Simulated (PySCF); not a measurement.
C5H6O2, SMILES C#C[C@H](C)C(=O)O. Atoms are numbered in the order given.

```xyz
13

C     -0.9905    -2.1665    -1.0995
C     -0.8105    -1.0398    -0.6958
C     -0.5773     0.3366    -0.2476
C     -0.3169     1.2974    -1.4143
C      0.5685     0.3858     0.7698
O      1.5789     1.0257     0.6381
O      0.3036    -0.3620     1.8536
H     -1.1537    -3.1679    -1.4500
H     -1.4768     0.6610     0.3085
H     -0.1752     2.3211    -1.0406
H     -1.1646     1.2817    -2.1133
H      0.5937     1.0037    -1.9544
H      1.0758    -0.2915     2.4410
```
Charge 0, spin multiplicity 1.

Geometry optimised at B3LYP-D3(BJ)/def2-SVP. One conformer was computed; it need not be the lowest.

Vertical ionisation energy (IE) and electron affinity (EA) in eV. Rows of orbital energies are one-electron estimates. Where ΔSCF, EOM or ADC give a negative EA the extra electron is unbound and the value depends on the basis.

```
level                                         IE     EA
-----------------------------------------  -----  -----
−ε(HOMO), −ε(LUMO), HF/def2-TZVP (PySCF)   10.73  -3.43
−ε(HOMO), −ε(LUMO), PBE/def2-TZVP (PySCF)   6.38   1.29
```
